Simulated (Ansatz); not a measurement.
# Which is lower?

The two ends of one reaction step of Si2H5ClF2, singlet (PBE0-D4/def2-TZVP).

A:

```
10
angstrom
Si -1.0465 0.6484 -0.5299
Si 0.2926 -1.2740 -0.5177
F -2.5197 0.2844 -0.0486
F -0.4900 1.7272 0.5221
H -1.1633 1.3574 -1.8252
H 1.1219 1.4705 1.7912
Cl 2.1332 0.8053 2.2188
H 1.6741 -0.9089 -0.9190
H 0.2807 -1.8989 0.8272
H -0.2829 -2.2112 -1.5189
```

B:

```xyz
10
angstrom
Si -0.9503 1.8970 0.0222
Si 0.8510 -1.9012 -0.0331
F -0.9461 0.7793 -1.0926
F -1.2367 1.1927 1.4033
H -2.0040 2.8731 -0.2650
H 1.3187 -0.6236 0.5622
Cl 0.8685 2.7667 0.0865
H 1.6433 -3.0212 0.5367
H -0.5847 -2.1012 0.2842
H 1.0402 -1.8613 -1.5044
```

Computed with Ansatz 0.2.0 (basis: def2-TZVPP); correlated methods freeze the cores. B3LYP uses VWN-RPA correlation.

(1) Which structure is lower at CCSD(T), and by how much? (An estimate is asked for; the value comes from the calculation.)

No T1 diagnostic of these runs exceeds 0.012.

Answers

(1) By the calculation: B, by 26.33 kcal/mol (electronic energy, against the other). By their contacts, A is a complex of Si₂H₄F₂ ([F][SiH]([F])[SiH3]) + HCl and B is a complex of SiHClF₂ ([F][SiH]([F])[Cl]) + SiH₄.

All methods give the same order:

```json
{"method": "SPW92", "E(B) − E(A) (kcal/mol)": "-21.68"}
{"method": "PBE-D4", "E(B) − E(A) (kcal/mol)": "-22.27"}
{"method": "BLYP-D4", "E(B) − E(A) (kcal/mol)": "-24.13"}
{"method": "r2SCAN-D4", "E(B) − E(A) (kcal/mol)": "-26.34"}
{"method": "B97M-V", "E(B) − E(A) (kcal/mol)": "-26.50"}
{"method": "PBE0-D4", "E(B) − E(A) (kcal/mol)": "-23.97"}
{"method": "B3LYP-D4", "E(B) − E(A) (kcal/mol)": "-25.31"}
{"method": "r2SCAN0-D4", "E(B) − E(A) (kcal/mol)": "-26.93"}
{"method": "BHLYP-D4", "E(B) − E(A) (kcal/mol)": "-27.13"}
{"method": "CAM-B3LYP-D4", "E(B) − E(A) (kcal/mol)": "-26.02"}
{"method": "wB97X-V", "E(B) − E(A) (kcal/mol)": "-25.81"}
{"method": "wB97M-V", "E(B) − E(A) (kcal/mol)": "-27.50"}
{"method": "B2PLYP", "E(B) − E(A) (kcal/mol)": "-26.82"}
{"method": "PBE-QIDH", "E(B) − E(A) (kcal/mol)": "-26.56"}
{"method": "RPA on PBE", "E(B) − E(A) (kcal/mol)": "-25.98"}
{"method": "HF", "E(B) − E(A) (kcal/mol)": "-30.56"}
{"method": "MP2", "E(B) − E(A) (kcal/mol)": "-28.44"}
{"method": "CCSD", "E(B) − E(A) (kcal/mol)": "-26.69"}
{"method": "CCSD(T)", "E(B) − E(A) (kcal/mol)": "-26.33"}
```

Labels in which every atom is bracketed show which atoms are joined, not bond orders.

For scale, one of the runs: CCSD(T)/def2-TZVPP, 258 basis functions, launched by `ansatz run in.yaml --threads 8 --pin off --events-out ev --progress --plain --max-ram 19148MiB`. Time: 59 s of wall clock on 8 CPU threads of a Oxide Virtual Turin-like; the host was shared. Peak host memory: 5.7 GiB.
